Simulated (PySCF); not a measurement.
# Polarisability and C₆ of Xe+ (xenon, charge +1)

[Kr] 4d10 5s2 5p4 6s1, high-spin 4P determinant (an excited configuration). All numbers are calculated (PySCF 2.14, a scalar-relativistic core potential, in aug-cc-pV5Z-PP with ECP28MDF (8s8p6d4f3g2h, 139 functions)). Coupled (time-dependent) response in atomic units; α is the mean over directions.

| method | mean α (bohr³) | α xx, yy, zz | C₆ (like pair) | S(−4) |
| --- | --- | --- | --- | --- |
| PBE0 | 150.3 | 180.1, 90.89, 180.0 | 1738 | 18490 |

S(−4) is the Cauchy moment in α(ω) = α(0) + S(−4) ω² + …

Spin-orbit coupling is absent.

α(iu) at PBE0:

```
u (hartree)  α(iu) (bohr³)
          0          150.3
     0.0500          115.9
      0.100          71.83
      0.200          34.13
      0.300          21.84
      0.500          12.71
      0.750          7.997
       1.00          5.543
       1.50          3.165
       2.00          2.095
       3.00          1.165
       5.00         0.5422
```

A single London oscillator, α(iu) = α/(1 + u²/ω²), gives C₆ = (3/4) ω α². Matching the computed C₆ needs ω = 4 × 1738 / (3 × 150.3²) = 0.103 hartree.

For an ion, C₆ is the dispersion term alone; charge-induced terms of lower order in 1/R come first.

The components differ because the open shell of this determinant is not spherical; for a pure term their mean is the scalar polarisability.

Energies and moments cover only the electrons outside the core potential. The outer electron is Rydberg-like, and this basis confines it to a smaller radius and binds it less than a complete one would.
